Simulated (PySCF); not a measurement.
Input file for PySCF: R-M06-2X/def2-TZVPP on C2H6S (SMILES CCS), a point of a torsion scan.

```python
from pyscf import gto, dft

mol = gto.M(
    atom='''
    C    -0.82167395    0.47304799    0.12171697
    C     0.11510760   -0.70322435   -0.07526419
    S     1.80719845   -0.33267825    0.53927485
    H    -1.80361920    0.23692617   -0.28381237
    H    -0.43471853    1.35205443   -0.38789730
    H    -0.92770631    0.70692553    1.17905833
    H    -0.23554642   -1.59587873    0.43689416
    H     0.23608832   -0.92453840   -1.13577616
    H     1.69825641   -0.96134485    1.70601556
    ''',
    basis='def2-tzvpp',
    charge=0, spin=0, verbose=4, max_memory=1800)
mf = dft.RKS(mol, xc='m062x').density_fit(auxbasis='def2-universal-jkfit')
mf.grids.level = 4
mf.conv_tol = 1e-9
mf.max_cycle = 150
mf.kernel()
mf.dip_moment()
```

Output:

```
PySCF version 2.14.0

[INPUT] verbose = 4
[INPUT] num. atoms = 9
[INPUT] num. electrons = 34
[INPUT] charge = 0
[INPUT] spin (= nelec alpha-beta = 2S) = 0
[INPUT] symmetry False subgroup None
[INPUT] Mole.unit = angstrom
[INPUT] Symbol           X                Y                Z      unit          X                Y                Z       unit  Magmom
[INPUT]  1 C     -0.821673950000   0.473047990000   0.121716970000 AA   -1.552738729190   0.893931144876   0.230011738012 Bohr   0.0
[INPUT]  2 C      0.115107600000  -0.703224350000  -0.075264190000 AA    0.217521838856  -1.328901425625  -0.142228706087 Bohr   0.0
[INPUT]  3 S      1.807198450000  -0.332678250000   0.539274850000 AA    3.415110123238  -0.628670780100   1.019081772366 Bohr   0.0
[INPUT]  4 H     -1.803619200000   0.236926170000  -0.283812370000 AA   -3.408346321007   0.447725573042  -0.536327650064 Bohr   0.0
[INPUT]  5 H     -0.434718530000   1.352054430000  -0.387897300000 AA   -0.821498962974   2.555012578205  -0.733019661458 Bohr   0.0
[INPUT]  6 H     -0.927706310000   0.706925530000   1.179058330000 AA   -1.753110849931   1.335895642163   2.228097328587 Bohr   0.0
[INPUT]  7 H     -0.235546420000  -1.595878730000   0.436894160000 AA   -0.445118223422  -3.015773727719   0.825610307822 Bohr   0.0
[INPUT]  8 H      0.236088320000  -0.924538400000  -1.135776160000 AA    0.446142266009  -1.747124367644  -2.146305881210 Bohr   0.0
[INPUT]  9 H      1.698256410000  -0.961344850000   1.706015560000 AA    3.209239504187  -1.816678477761   3.223902172646 Bohr   0.0

nuclear repulsion = 107.32185970965
number of shells = 72
number of NR pGTOs = 251
number of NR cGTOs = 188
basis = def2-tzvpp
ecp = {}


******** <class 'pyscf.df.df_jk.DFRKS'> ********
method = DFRKS
initial guess = minao
damping factor = 0
level_shift factor = 0
DIIS = <class 'pyscf.scf.diis.CDIIS'>
diis_start_cycle = 1
diis_space = 8
diis_damp = 0
SCF conv_tol = 1e-09
SCF conv_tol_grad = None
SCF max_cycles = 150
direct_scf = False
XC library pyscf.dft.libxc version 7.1.2
    S. Lehtola, C. Steigemann, M. J. T. Oliveira, and M. A. L. Marques,  SoftwareX 7, 1–5 (2018)
XC functionals = m062x
    Y. Zhao and D. G. Truhlar,  Theor. Chem. Acc. 120, 215 (2008)
    Y. Zhao and D. G. Truhlar,  Theor. Chem. Acc. 120, 215 (2008)
radial grids:
    Treutler-Ahlrichs [JCP 102, 346 (1995); DOI:10.1063/1.469408] (M4) radial grids

becke partition: Becke, JCP 88, 2547 (1988); DOI:10.1063/1.454033
pruning grids: <function nwchem_prune>
grids dens level: 4
symmetrized grids: False
atomic radii adjust function: <function treutler_atomic_radii_adjust>
small_rho_cutoff = 0
Set gradient conv threshold to 3.16228e-05
Initial guess from minao.
tot grids = 180160
******** <class 'pyscf.df.df.DF'> ********
auxbasis = def2-universal-jkfit
init E= -478.138469291933
  HOMO = -0.289738120106684  LUMO = -0.014049317197383  gap/eV = 7.50187
cycle= 1 E= -477.972474395214  delta_E= 0.166  |g|= 0.251  |ddm|= 1.95
  HOMO = -0.263915169828568  LUMO = 0.0468686598832804  gap/eV = 8.45686
cycle= 2 E= -477.98433358245  delta_E= -0.0119  |g|= 0.173  |ddm|= 0.491
  HOMO = -0.292780386632533  LUMO = 0.0419116199214891  gap/eV = 9.10743
cycle= 3 E= -477.991573941182  delta_E= -0.00724  |g|= 0.0285  |ddm|= 0.199
  HOMO = -0.293720781404677  LUMO = 0.0425023188626845  gap/eV = 9.14910
cycle= 4 E= -477.991751736694  delta_E= -0.000178  |g|= 0.00808  |ddm|= 0.0266
  HOMO = -0.292424109778349  LUMO = 0.0432121929718612  gap/eV = 9.13313
cycle= 5 E= -477.991766602742  delta_E= -1.49e-05  |g|= 0.00294  |ddm|= 0.00929
  HOMO = -0.29263282052176  LUMO = 0.043079873365965  gap/eV = 9.13521
cycle= 6 E= -477.991768636612  delta_E= -2.03e-06  |g|= 0.000869  |ddm|= 0.0031
  HOMO = -0.292630652805585  LUMO = 0.0430973099010927  gap/eV = 9.13562
cycle= 7 E= -477.991768816677  delta_E= -1.8e-07  |g|= 0.000224  |ddm|= 0.000979
  HOMO = -0.29261748534816  LUMO = 0.0430995291472094  gap/eV = 9.13533
cycle= 8 E= -477.991768830661  delta_E= -1.4e-08  |g|= 6.59e-05  |ddm|= 0.000355
  HOMO = -0.292627910596831  LUMO = 0.0430988074232488  gap/eV = 9.13559
cycle= 9 E= -477.991768831975  delta_E= -1.31e-09  |g|= 1.45e-05  |ddm|= 0.000131
  HOMO = -0.292627948783057  LUMO = 0.0430990637728002  gap/eV = 9.13560
cycle= 10 E= -477.991768832055  delta_E= -7.97e-11  |g|= 2.38e-06  |ddm|= 2.7e-05
  HOMO = -0.292627764608106  LUMO = 0.0430990889648228  gap/eV = 9.13559
Extra cycle  E= -477.991768832058  delta_E= -2.61e-12  |g|= 1.17e-06  |ddm|= 5.29e-06
converged SCF energy = -477.991768832058
Dipole moment(X, Y, Z, Debye): -1.53767, -0.59253,  0.15414
```

Self-consistency was reached.

Cost: roughly 25 core-seconds.
